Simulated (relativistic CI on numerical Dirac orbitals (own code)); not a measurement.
## Slater and spin-orbit integrals, Ce2+

Method of calculation: Dirac-Coulomb-Breit CI, separate exchange-only KLI orbitals for each configuration, model QED (radiative potential, 1s self-energy scaled to tabulated hydrogen-like ionisation energies), valence Slater integrals scaled by 0.85, P86 correlation energy added to each configuration (own radial code, finite nucleus).

Slater integrals F^k, G^k are unscaled and averaged over j, outside the closed core [Xe]; ζ comes from projecting the Hamiltonian with its Breit term on Σ l·s of the shell.

- 4f2: F^2(4f,4f) = 76180, F^4(4f,4f) = 46952, F^6(4f,4f) = 33546, ζ(4f) = 511.16 cm⁻¹; <r>(4f) = 1.225, <r^2>(4f) = 2.037 (bohr units).
- 4f 6s: ζ(4f) = 609.09, G^3(4f,6s) = 3416.6 cm⁻¹; <r>(4f) = 1.083, <r^2>(4f) = 1.526, <r>(6s) = 3.718, <r^2>(6s) = 15.4 (bohr units).
- 5d2: F^2(5d,5d) = 43020, F^4(5d,5d) = 28596, ζ(5d) = 705.12 cm⁻¹; <r>(5d) = 2.422, <r^2>(5d) = 6.751 (bohr units).

(1) Give the Racah parameters of the d shell in 5d2.

In this model ζ of a weakly bound d, f or g electron outside closed shells comes out too small, for d by up to a factor of two or three and at times with the wrong sign; that of an outer p electron is too small as well.

For a near-neutral ion this model can misplace configurations by up to about 10,000 cm⁻¹ (more where the count of f electrons changes) and terms by 10 to 25 % of their spread. Rates follow the energies as ν³ (E1, M1) or ν⁵ (E2), so they and the lifetimes can be off by large factors. The fine structure of a lone outer electron comes out too small, for d and f at times inverted, and misplaced configurations move strength between like terms. 27 of the 64 excited levels that our extract of the measured tables holds in this range could be paired (the sources list more); they are missed by 3899 cm⁻¹ on average and 8742 at most, and levels without a partner can miss by more. Some levels of the ground configuration have no partner and can miss by 10 % or more.

Averages of the first 10 configurations, taken without configuration mixing, which lowers the lowest level and can move excited configurations by several eV; other configurations of the list can lie among them:

```tsv
Configuration	Parity	States	Average energy above the lowest level (eV)
4f2	even	91	1.2
4f 6s	odd	28	2.2
5d2	even	45	4.7
4f 6p	even	84	5.9
5d 6s	even	20	7.3
4f 6d	odd	140	10.6
4f 7s	odd	28	10.5
6s2	even	1	11.1
5d 6p	odd	60	11.2
4f 5f	even	196	11.8
```

## Answers

(1) B = F²/49 − 5F⁴/441 = 554 cm⁻¹ and C = 35F⁴/441 = 2270 cm⁻¹; values fitted to spectra at such low charge are typically 15 to 30 % smaller.
